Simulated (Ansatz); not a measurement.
Born–Oppenheimer molecular dynamics of CH3CuS (6 atoms, charge 0, multiplicity 1). It starts at the highest image of a converged band. Of that band: Neighbouring images differ by up to 1.8 eV, so the band resolves the path poorly. A vibrational analysis at the climbing image gives one clearly imaginary mode, 1420i cm⁻¹: a first-order saddle point.

Level of theory: RKS B3LYP/def2-SVP (Ansatz).

* ensemble: NVE (velocity Verlet)
* time step: 0.5 fs
* steps asked: 200
* starting velocities drawn for: 300 K
* seed: 6438

First frame:

```xyz
6
Properties=species:S:1:pos:R:3
C -0.434 0.724 -0.184
S -0.205 -0.986 0.292
Cu 1.752 -1.664 1.166
H -0.573 -0.676 -1.048
H 0.330 1.132 -0.851
H -0.827 1.405 0.580
```

(1) How far do the bonds stretch over the last three quarters of this one trajectory? (Pairs bonded in most of those frames.)

## Answers

(1) 
```tsv
bond	mean (Å)	spread (Å)	shortest	longest
C1–S2	1.656	0.056	1.56	1.73
C1–H5	1.109	0.032	1.04	1.17
C1–H6	1.107	0.028	1.06	1.16
S2–Cu3	2.452	0.114	2.30	2.62
Cu3–H4	1.715	0.188	1.44	2.22
```

Mean temperature of the second half: 2567 K. The conserved energy stayed within 0.36 meV per atom of its start (net change 0.23 meV per atom), so the integration is sound. The system heated up, since it started high on the potential surface and ran downhill. A run of 0.1 ps of so small a system gives no equilibrium averages. The orbitals stay closed-shell, which can raise the energy where a bond breaks towards radicals; this wasn't checked here.

Time of the run: 9.7 min on 1 thread of Arm Neoverse V2, with other jobs on the host, peak memory 0.18 GiB.
